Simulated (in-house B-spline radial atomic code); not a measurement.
A run on the oxygen ion O²⁺ (an excited or competing configuration) that did not converge. Method: non-relativistic TPSSh, spin-polarised, spherical fractional occupations, exact exchange averaged over the configuration, point nucleus; computed with a B-spline radial code for spherical atoms.

Command:
```bash
python run_scf.py task.json out
```
Settings:
```
Z                8
configuration    [He] 2s1 2p2 3p1
hamiltonian      nr
method           tpssh
spin_polarised   True
exact_exchange   averaged over the configuration
```

First and last ten iterations of the last attempt (damped for 15 steps, keeping 80 % of the old Fock matrix, then DIIS):
```
 iter        energy (Eh)    residual
    1         -71.619209    1.83e-02
    2         -71.620254    6.82e-04
    3         -71.620257    5.65e-04
    4         -71.620259    4.67e-04
    5         -71.620261    3.87e-04
    6         -71.620262    3.20e-04
    7         -71.620263    2.66e-04
    8         -71.620263    2.23e-04
    9         -71.620263    1.87e-04
   10         -71.620264    1.56e-04
  111         -71.620264    2.24e-07
  112         -71.620264    2.25e-07
  113         -71.620264    2.25e-07
  114         -71.620264    2.24e-07
  115         -71.620264    7.69e-07
  116         -71.620264    2.26e-07
  117         -71.620264    2.28e-07
  118         -71.620264    2.25e-07
  119         -71.620264    2.24e-07
  120         -71.620264    2.20e-07
 not converged after 120 iterations
```

The smallest residual met was 2.2e-07; the threshold is about 1e-07. Over the last five steps the energy moves by less than 1e-08 hartree, but the orbitals didn't meet the threshold. Cost of the run: 1.9 s on 1 thread of Arm Neoverse V1 (shared host).
